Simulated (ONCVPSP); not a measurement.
## molybdenum (Mo): one change to an ONCV potential, before and after

* Element: Mo
* Generator: ONCVPSP 4.0.1
* Type: optimised norm-conserving Vanderbilt (ONCV)
* Functional: PBE
* Relativity: fully relativistic
* Frozen core: [Ar] 3d10
* Valence charge: 14
* Reference configuration: 4s2 4p6 4d5 5s0.5 5p0.5
* Partial waves: 4s+5s: rc 1.45 bohr, ncon 5, nbas 9, qcut 6.5 1/bohr, 2 projectors; 4p+5p: rc 2.35 bohr, ncon 3, nbas 6, qcut 7.5 1/bohr, 2 projectors; 4d: rc 1.65 bohr, ncon 5, nbas 10, qcut 6.7 1/bohr, 3 projectors, debl 2.9 Ha
* Local potential: polynomial inside 0.95 bohr (lpopt 5, dvloc0 0 Ha)
* Core correction: Teter function fitted to the true core (icmod 2), fcfact 0.45

Open shells are filled in proportion to 2j + 1.

Change: all radii but the core radius scaled by about 0.91 (s 1.32, p 2.12, d 1.50 bohr); local potential polynomial inside 0.86 bohr (lpopt 5, dvloc0 0 Ha).

Cutoffs: the cutoffs (Ha) at which the residual kinetic energy of the hardest occupied pseudo-wave falls to 1 and 0.1 mHa per electron; they do not see the model core or the augmentation charge, which bear on the density cutoff. Errors are all-electron minus pseudo energies relative to the spin-unpolarised reference configuration.

Task: What does the change do?

Result: The potential gets harder (31 Ha and 99 Ha → 63 Ha and 123 Ha); the errors of the 4 common tests hardly move; neither file shows a bound ghost. A smaller radius makes the pseudo-wave follow the all-electron one further in, where it bends more sharply, so more plane waves are needed.

```csv
quantity,base,changed
"cutoff, loose",31 Ha,63 Ha
"cutoff, tight",99 Ha,123 Ha
loose cutoff by channel,"s 31 Ha, p 13 Ha, d 19 Ha","s 63 Ha, p 13 Ha, d 20 Ha"
bound ghosts,none,none
GHOST(+) flags under 300 eV,s at 123.1 eV,s at 66.4 eV
"error for 4s2 4p6 4d5 5s1 5p0, meV [ΔE -1.54 eV]",-0.1,-0.1
"error for 4s2 4p6 4d5 5s0 5p0, meV [ΔE 5.35 eV]",-0.1,0.0
"error for 4s2 4p6 4d4 5s0 5p0, meV [ΔE 20.81 eV]",+0.6,+0.8
"error for 4s2 4p6 4d5 5s0 5p1, meV [ΔE 1.60 eV]",0.0,0.0
"rms error of d²Exc/dni dnj with the model core, mHa",4.23,4.36
```
